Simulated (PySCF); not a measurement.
## Adding and removing an electron: BTe

ROHF-MP2; basis B def2-SVPD, Te def2-SVPD with ECP28; scalar-relativistic core potentials; PySCF 2.14. Neutral (ROHF): doublet (σ ↑), Re = 1.960 Å, ωe = 858 cm⁻¹, De = 3.89 eV.

BTe⁻ (RHF): singlet (closed shell), Re = 2.066 Å, ωe = 688 cm⁻¹. The energies at the minima are -291.76071 hartree for BTe and -291.83508 for BTe⁻.

Question: Work out the adiabatic electron affinity, without and with harmonic zero-point energies (1 hartree = 27.2114 eV, 1 eV = 8065.5 cm⁻¹), and the change of the bond length.

Answer: At MP2: 0.07437 hartree = 2.024 eV between the minima; the zero-point term (858.0 − 688.0)/2 cm⁻¹ = +0.011 eV makes it 2.034 eV. Re changes by +10.6 pm against the neutral. The electron enters a σ orbital, and the longer bond of the ion fits an antibonding orbital, or a change in how ionic the bond is.

Correlated steps freeze 5 core orbitals. Correlated levels converge slowly with the basis: in double zeta they bind strong bonds too weakly, by up to about 1 eV, and carry superposition errors of some tenths. These are scalar-relativistic numbers at best; spin–orbit coupling would shift them, the dissociation energy most. States were picked by a PBE0 search and need not be the measured ground states.
